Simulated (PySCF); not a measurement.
## Trend along group 13: MSi molecules

HF with double-zeta basis sets in PySCF, for the lowest determinant that a PBE0 search found; no spin–orbit coupling. De refers to high-spin ground-configuration atoms. A positive dipole means M(−)Si(+).

```
 M                basis  reference  state (unpaired electrons)  Re (Å)  ωe (cm⁻¹)  De (eV)  μ (D)
 B  cc-pV(D+d)Z/cc-pVDZ        UHF         quartet (σ ↑, π ↑↑)   1.874        866     2.33   0.08
Al           x2c-SVPall        UHF         quartet (σ ↑, π ↑↑)   2.477        350     1.63  -1.91
In            def2-SVPD        UHF         quartet (σ ↑, π ↑↑)   2.711        237     1.44  -2.79
Tl             def2-SVP        UHF         quartet (σ ↑, π ↑↑)   2.771        216     1.33  -3.64
```

The shortest bond is that of SiB (1.874 Å), the longest that of TlSi (2.771 Å).

The rows differ in basis set, which adds steps of its own.

Down a group the atoms grow and get heavier, so bonds lengthen and wavenumbers fall; this series shows no clear exception.

Spin–orbit coupling is left out, which matters for elements this heavy, above all for dissociation energies. Hartree–Fock leaves out correlation, which carries a large part of most bond energies and some tenths to 1 eV of ionisation energies. States were picked by a PBE0 search and need not be the measured ground states.
